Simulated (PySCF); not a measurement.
A calculated (r2SCAN, PySCF 2.14, ANO-RCC-VTZP, scalar relativity by spin-free X2C-1e) atom or ion has these occupied shells.

```tsv
shell	electrons	orbital energy (eV)	rms radius, mean of both spins (bohr)
1s	2	-78214.9	0.0194
2s	2	-13765.9	0.0782
2p	6	-11979.2	0.0716
3s	2	-3244.1	0.200
3p	6	-2718.3	0.202
3d	10	-2123.6	0.184
4s	2	-701.34	0.441
4p	6	-527.06	0.470
4d	10	-308.22	0.503
5s	2	-100.77	1.02
4f	14	-68.370	0.570
5p	6	-55.233	1.18
5d	10	-4.385	1.94
```

**Question.** Name the element and its charge.

**Answer.** Pt (platinum, neutral), in [Xe] 4f14 5d10, closed-shell 1S (an excited configuration).
